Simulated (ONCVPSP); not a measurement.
# Mo: one change to an ONCV potential, before and after

```json
{
 "Element": "Mo",
 "Generator": "ONCVPSP 4.0.1",
 "Type": "optimised norm-conserving Vanderbilt (ONCV)",
 "Functional": "LDA (Perdew-Wang 92)",
 "Relativity": "fully relativistic",
 "Frozen core": "[Ar] 3d10",
 "Valence charge": "14",
 "Reference configuration": "4s2 4p6 4d6",
 "Partial waves": "4s: rc 1.45 bohr, ncon 4, nbas 9, qcut 7.8 1/bohr, 2 projectors, debl 3.6 Ha; 4p: rc 1.45 bohr, ncon 4, nbas 8, qcut 9.6 1/bohr, 2 projectors, debl 1.5 Ha; 4d: rc 2.10 bohr, ncon 4, nbas 8, qcut 9.1 1/bohr, 3 projectors, debl 0.3 Ha",
 "Local potential": "polynomial inside 1.05 bohr (lpopt 5, dvloc0 -1 Ha)",
 "Core correction": "Teter function, fcfact 2.75, rcfact 1.7"
}
```

Open shells are filled in proportion to 2j + 1.

Change: s: qcut 6.1; p: qcut 7.4; d: qcut 7.1.

Cutoffs: the cutoffs (Ha) at which the residual kinetic energy of the hardest occupied pseudo-wave falls to 1 and 0.1 mHa per electron; they do not see the model core or the augmentation charge, which bear on the density cutoff. Errors are all-electron minus pseudo energies relative to the spin-unpolarised reference configuration.

Q: How do hardness, ghosts and transferability respond?

A: The potential gets neither clearly harder nor softer (30 Ha and 36 Ha → 22 Ha and 100 Ha); of the 3 tests that both files solve, the error grows in 0 and shrinks in 2 by more than 15 % and 0.3 meV (median size 0.7 → 0.3 meV); neither file shows a bound ghost.

| quantity | base | changed |
| --- | --- | --- |
| cutoff, loose | 30 Ha | 22 Ha |
| cutoff, tight | 36 Ha | 100 Ha |
| loose cutoff by channel | s 24 Ha, p 30 Ha, d 20 Ha | s 19 Ha, p 22 Ha, d 17 Ha |
| bound ghosts | none | none |
| GHOST(+) flags under 300 eV | s at 150.8 eV | s at 135.8 eV |
| tests with a reliable result | 3 of 4 | 3 of 4 |
| error for 4s2 4p6 4d5 5s1, meV [ΔE -0.82 eV] | -0.7 | -0.3 |
| error for 4s2 4p6 4d5, meV [ΔE 6.36 eV] | -0.1 | -0.3 |
| error for 4s2 4p6 4d4, meV [ΔE 22.06 eV] | -1.2 | 0.0 |
| s: phases at 1.47 bohr within 0.05 rad from the reference energy up to (Ha; the scan ends near 5) | 4.1 | 3.5 |
| p3/2: phases at 1.47 bohr within 0.05 rad from the reference energy up to (Ha; the scan ends near 5) | 4.8 | 4.7 |
| p1/2: phases at 1.47 bohr within 0.05 rad from the reference energy up to (Ha; the scan ends near 5) | 4.7 | 4.5 |
| d5/2: phases at 2.13 bohr within 0.05 rad from the reference energy up to (Ha; the scan ends near 5) | to the end of the scan | to the end of the scan |
| d3/2: phases at 2.13 bohr within 0.05 rad from the reference energy up to (Ha; the scan ends near 5) | to the end of the scan | to the end of the scan |
| rms error of d²Exc/dni dnj with the model core, mHa | 3.87 | 3.54 |
